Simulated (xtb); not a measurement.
BiCl₃, singlet, from a rough starting geometry (GFN-xTB shapes and energies of metal compounds can be far from the true ones).

xtb was given this input:
```
$ xtb mol.xyz --gfn 2 --opt vtight --json

# file mol.xyz
4

Bi     0.03954291    -0.01550545     0.95840442
Cl    -1.83950023    -1.04409785    -0.34856177
Cl     0.02567739     2.11021839    -0.30743854
Cl     1.73845111    -1.15759211    -0.28310836
```

Problem. Estimate the HOMO-LUMO gap that xtb 6.7.1 with GFN2-xTB returns for this input.

Solution. 5.35 eV

Problem. What total energy at the end of the optimisation does GFN2-xTB give?

Solution. -16.123640 Ha

Problem. Predict the dipole moment from GFN2-xTB.

Solution. 5.45 D
